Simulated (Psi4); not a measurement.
C₂H₃AlBr₂ (SMILES C=[CH][Al]([Br])[Br]), singlet, at a GFN2-xTB geometry (such geometries of metal compounds can be far from the true shape), atoms displaced at random by about 0.08 Å a coordinate; B3LYP/STO-3G, gradient in Psi4 1.11.

The Psi4 input:
```
memory 2 GB

molecule mol {
0 1
Al   -0.086729   -0.306905   -0.444037
Br   -0.513444   -1.331594    1.507141
Br    0.455687    1.928621   -0.264668
C    -0.114819   -1.110709   -2.282185
C     0.051569   -0.585389   -3.122303
H    -0.439384   -2.164493   -2.284118
H     0.183620   -0.874750   -4.183989
H     0.469501    0.618393   -3.318117
symmetry c1
no_reorient
no_com
}

set {
  basis sto-3g
  reference rks
}

gradient('b3lyp')
print_variables()
```

**Question.** Predict the main parts of the log of this Psi4 run.

**Answer.** 
```
gradient() will perform analytic gradient computation.

   => Loading Basis Set <=

    Name: STO-3G
    Role: ORBITAL
    Keyword: BASIS

         ---------------------------------------------------------
                                   SCF
               by Justin Turney, Rob Parrish, Andy Simmonett
                          and Daniel G. A. Smith
                              RKS Reference
         ---------------------------------------------------------

  ==> Geometry <==

    Molecular point group: c1
    Full point group: C1

    Geometry (in Angstrom), charge = 0, multiplicity = 1:

       Center              X                  Y                   Z               Mass
    ------------   -----------------  -----------------  -----------------  -----------------
         AL          -0.086729000000    -0.306905000000    -0.444037000000    26.981538530000
         BR          -0.513444000000    -1.331594000000     1.507141000000    78.918337600000
         BR           0.455687000000     1.928621000000    -0.264668000000    78.918337600000
         C           -0.114819000000    -1.110709000000    -2.282185000000    12.000000000000
         C            0.051569000000    -0.585389000000    -3.122303000000    12.000000000000
         H           -0.439384000000    -2.164493000000    -2.284118000000     1.007825032230
         H            0.183620000000    -0.874750000000    -4.183989000000     1.007825032230
         H            0.469501000000     0.618393000000    -3.318117000000     1.007825032230

  Running in c1 symmetry.

  Rotational constants: A =      0.05702  B =      0.02776  C =      0.01869 [cm^-1]
  Rotational constants: A =   1709.29938  B =    832.20119  C =    560.32705 [MHz]
  Nuclear repulsion =  592.566388840847480

  Charge       = 0
  Multiplicity = 1
  Electrons    = 98
  Nalpha       = 49
  Nbeta        = 49

  ==> Algorithm <==

  SCF Algorithm Type is DF.
  DIIS enabled.
  MOM disabled.
  Fractional occupation disabled.
  Guess Type is SAD.
  Energy threshold   = 1.00e-08
  Density threshold  = 1.00e-08
  Integral threshold = 1.00e-12

  ==> Primary Basis <==

  Basis Set: STO-3G
    Blend: STO-3G
    Number of shells: 30
    Number of basis functions: 58
    Number of Cartesian functions: 60
    Spherical Harmonics?: true
    Max angular momentum: 2

  ==> DFT Potential <==

   => LibXC <=

    Version 7.1.2
    S. Lehtola, C. Steigemann, M. J. T. Oliveira, and M. A. L. Marques,  SoftwareX 7, 1–5 (2018) (10.1016/j.softx.2017.11.002)

   => Composite Functional: B3LYP <=

    B3LYP Hyb-GGA Exchange-Correlation Functional

    P. J. Stephens, F. J. Devlin, C. F. Chabalowski, and M. J. Frisch,  J. Phys. Chem. 98, 11623 (1994) (10.1021/j100096a001)

    Deriv               =              1
    GGA                 =           TRUE
    Meta                =          FALSE

    Exchange Hybrid     =           TRUE
    MP2 Hybrid          =          FALSE

   => Exchange Functionals <=

    0.0800   Slater exchange
    0.7200         Becke 88

   => Exact (HF) Exchange <=

    0.2000               HF

   => Correlation Functionals <=

    0.1900   Vosko, Wilk & Nusair (VWN5_RPA)
    0.8100   Lee, Yang & Parr

   => LibXC Density Thresholds  <==

    XC_HYB_GGA_XC_B3LYP:  1.00E-15

   => Molecular Quadrature <=

    Radial Scheme          =       TREUTLER
    Pruning Scheme         =           NONE
    Nuclear Scheme         =       TREUTLER

    Blocking Scheme        =         OCTREE
    BS radius alpha        =              1
    Pruning alpha          =              1
    Radial Points          =             75
    Spherical Points       =            302
    Total Points           =         165788
    Total Blocks           =           1329
    Max Points             =            256
    Max Functions          =             46
    Weights Tolerance      =       1.00E-15

   => Loading Basis Set <=

    Name: (STO-3G AUX)
    Role: JKFIT
    Keyword: DF_BASIS_SCF

  ==> Integral Setup <==

  SCF_SUBTYPE=INCORE selected. In-core MEM_DF algorithm will be used.
  Using in-core AOs.

  ==> MemDFJK: Density-Fitted J/K Matrices <==

    J tasked:                   Yes
    K tasked:                   Yes
    wK tasked:                   No
    Algorithm:                 Core
    Schwarz Cutoff:           1E-12
    Mask sparsity (%):      16.8252
    Fitting Condition:        1E-10

   => Auxiliary Basis Set <=

  Basis Set: (STO-3G AUX)
    Blend: DEF2-UNIVERSAL-JKFIT
    Number of shells: 226
    Number of basis functions: 864
    Number of Cartesian functions: 1135
    Spherical Harmonics?: true
    Max angular momentum: 5

  Minimum eigenvalue in the overlap matrix is 5.9548627492E-02.
  Reciprocal condition number of the overlap matrix is 2.4609929868E-02.
    Using symmetric orthogonalization.

  ==> Pre-Iterations <==

  SCF Guess: Superposition of Atomic Densities via on-the-fly atomic UHF (no occupation information).

   -------------------------
    Irrep   Nso     Nmo
   -------------------------
     A         58      58
   -------------------------
    Total      58      58
   -------------------------

  ==> Iterations <==

                           Total Energy        Delta E     RMS |[F,P]|

   @DF-RKS iter SAD: -5405.41736138394026   -5.40542e+03   0.00000e+00
   @DF-RKS iter   1: -5408.18159652386475   -2.76424e+00   7.52417e-03 DIIS/ADIIS
   @DF-RKS iter   2: -5408.02182940912644    1.59767e-01   1.12579e-02 DIIS/ADIIS
   @DF-RKS iter   3: -5408.38750617409187   -3.65677e-01   8.29651e-04 DIIS/ADIIS
   @DF-RKS iter   4: -5408.38846306239157   -9.56888e-04   5.92315e-04 DIIS/ADIIS
   @DF-RKS iter   5: -5408.38921705215489   -7.53990e-04   6.09413e-05 DIIS
   @DF-RKS iter   6: -5408.38922634394294   -9.29179e-06   1.94932e-05 DIIS
   @DF-RKS iter   7: -5408.38922721943709   -8.75494e-07   1.91468e-06 DIIS
   @DF-RKS iter   8: -5408.38922723599353   -1.65564e-08   3.93173e-07 DIIS
[...]
  @DF-RKS Final Energy: -5408.38922723673113
[...]

    Nuclear Repulsion Energy =            592.5663888408474804
    One-Electron Energy =               -8745.9569079540997336
    Two-Electron Energy =                2917.5977728282309727
    DFT Exchange-Correlation Energy =    -172.5964809517095659
    Empirical Dispersion Energy =           0.0000000000000000
    VV10 Nonlocal Energy =                  0.0000000000000000
    Total Energy =                      -5408.3892272367320402

Computation Completed

Properties will be evaluated at   0.000000,   0.000000,   0.000000 [a0]

Properties computed using the SCF density matrix

 Multipole Moments:

 ------------------------------------------------------------------------------------
     Multipole            Electronic (a.u.)      Nuclear  (a.u.)        Total (a.u.)
 ------------------------------------------------------------------------------------

 L = 1.  Multiply by 2.5417464519 to convert [e a0] to [Debye]
 Dipole X            :          6.1782186           -6.2639413           -0.0857228
 Dipole Y            :         -8.7227651            8.1423423           -0.5804228
 Dipole Z            :          7.9311995           -8.5020252           -0.5708257
 Magnitude           :                                                    0.8185848

 ------------------------------------------------------------------------------------

         ------------------------------------------------------------
                                   SCF GRAD
                          Rob Parrish, Justin Turney,
                       Andy Simmonett, and Alex Sokolov
         ------------------------------------------------------------

  ==> Geometry <==

    Molecular point group: c1
    Full point group: C1

    Geometry (in Angstrom), charge = 0, multiplicity = 1:

       Center              X                  Y                   Z               Mass
    ------------   -----------------  -----------------  -----------------  -----------------
         AL          -0.086729000000    -0.306905000000    -0.444037000000    26.981538530000
         BR          -0.513444000000    -1.331594000000     1.507141000000    78.918337600000
         BR           0.455687000000     1.928621000000    -0.264668000000    78.918337600000
         C           -0.114819000000    -1.110709000000    -2.282185000000    12.000000000000
         C            0.051569000000    -0.585389000000    -3.122303000000    12.000000000000
         H           -0.439384000000    -2.164493000000    -2.284118000000     1.007825032230
         H            0.183620000000    -0.874750000000    -4.183989000000     1.007825032230
         H            0.469501000000     0.618393000000    -3.318117000000     1.007825032230

  Nuclear repulsion =  592.566388840847480

  ==> Basis Set <==

  Basis Set: STO-3G
    Blend: STO-3G
    Number of shells: 30
    Number of basis functions: 58
    Number of Cartesian functions: 60
    Spherical Harmonics?: true
    Max angular momentum: 2

  ==> DFJKGrad: Density-Fitted SCF Gradients <==

    Gradient:                    1
    J tasked:                  Yes
    K tasked:                  Yes
    wK tasked:                  No
    Integrals threads:           1
    Schwarz Cutoff:          1E-12
    Fitting Condition:       1E-10

   => Auxiliary Basis Set <=

  Basis Set: (STO-3G AUX)
    Blend: DEF2-UNIVERSAL-JKFIT
    Number of shells: 226
    Number of basis functions: 864
    Number of Cartesian functions: 1135
    Spherical Harmonics?: true
    Max angular momentum: 5

  ==> DFT Potential <==

   => LibXC <=

    Version 7.1.2
    S. Lehtola, C. Steigemann, M. J. T. Oliveira, and M. A. L. Marques,  SoftwareX 7, 1–5 (2018) (10.1016/j.softx.2017.11.002)

   => Composite Functional: B3LYP <=

    B3LYP Hyb-GGA Exchange-Correlation Functional

    P. J. Stephens, F. J. Devlin, C. F. Chabalowski, and M. J. Frisch,  J. Phys. Chem. 98, 11623 (1994) (10.1021/j100096a001)

    Deriv               =              1
    GGA                 =           TRUE
    Meta                =          FALSE

    Exchange Hybrid     =           TRUE
    MP2 Hybrid          =          FALSE

   => Exchange Functionals <=

    0.0800   Slater exchange
    0.7200         Becke 88

   => Exact (HF) Exchange <=

    0.2000               HF

   => Correlation Functionals <=

    0.1900   Vosko, Wilk & Nusair (VWN5_RPA)
    0.8100   Lee, Yang & Parr

   => LibXC Density Thresholds  <==

    XC_HYB_GGA_XC_B3LYP:  1.00E-15

   => Molecular Quadrature <=

    Radial Scheme          =       TREUTLER
    Pruning Scheme         =           NONE
    Nuclear Scheme         =       TREUTLER

    Blocking Scheme        =         OCTREE
    BS radius alpha        =              1
    Pruning alpha          =              1
    Radial Points          =             75
    Spherical Points       =            302
    Total Points           =         165788
    Total Blocks           =           1329
    Max Points             =            256
    Max Functions          =             46
    Weights Tolerance      =       1.00E-15

  -Total Gradient:
     Atom            X                  Y                   Z
    ------   -----------------  -----------------  -----------------
       1       -0.005420806825    -0.017572798817     0.001803502415
       2       -0.002986137355    -0.005866821307     0.018307776462
       3        0.008230840839     0.034804997005     0.005072616959
       4        0.213483882575     0.587621043750    -0.989509345659
       5       -0.257398845488    -0.683355958980     1.004776044616
       6       -0.005110324525     0.002526729376    -0.006298905963
       7        0.017792594225     0.017163205584    -0.001944832823
       8        0.031350905206     0.064376402745    -0.032383861627

  Variable Map:
  ----------------------------------------------------------------------------
[...]
  Array Variable Map:
  ----------------------------------------------------------------------------
[...]
[...]
```
